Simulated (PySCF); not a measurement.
Heteronuclear NMR

Bonds (- single, = double, # triple, : aromatic): C1=C2, C2-Cl3, C2-C4, C4:C5, C5:N6, N6:C7, C7:N8, N8-Si9, N8:C4. C1 carries H10, H11; C5 carries H12; C7 carries H13; Si9 carries H14, H15, H16. H10 is cis to Cl3; H11 is trans to Cl3.

Computational details: geometry from GFN2-xTB, σ from GIAO-PBE0/pcSseg-1, in PySCF (relativity neglected, one computed conformer, fast rotation and ring inversion assumed for equivalent nuclei, in vacuum).

Q: Where does ²⁹Si resonate?

A: 
```tsv
atoms	environment	σ (ppm)	δ (ppm)
Si9	silicon bonded to N, 3 H	405.9	-53.6
```

Shieldings were converted by a linear fit to measured shifts: ²⁹Si: δ = 279.94 − 0.822σ (rms 8.9 ppm, 72 shifts, 25.8 ppm with the 6 outliers that the fit left out vs TMS, solution or neat liquid). A few per cent of atoms miss by over 2 rms, more outside the fitted compound classes.

On a 600 MHz spectrometer ²⁹Si resonates near 119.2 MHz, so 1 ppm is 119.2 Hz.

Q: Where does ¹⁵N resonate?

A: 
```json
{"atoms": "N6", "environment": "pyridine-type nitrogen of an azole", "σ (ppm)": "-47.1", "δ (ppm)": "-104.7"}
{"atoms": "N8", "environment": "pyrrole-type ring nitrogen", "σ (ppm)": "87.3", "δ (ppm)": "-228.5"}
```

Shieldings were converted by a linear fit to measured shifts: ¹⁵N: δ = -148.07 − 0.921σ (rms 6.3 ppm, 71 shifts vs CH3NO2, solution or neat liquid). Occasional misses reach two or three times the rms, and more in compound classes unlike the fitted ones.

On a 600 MHz spectrometer ¹⁵N resonates near 60.8 MHz, so 1 ppm is 60.8 Hz.
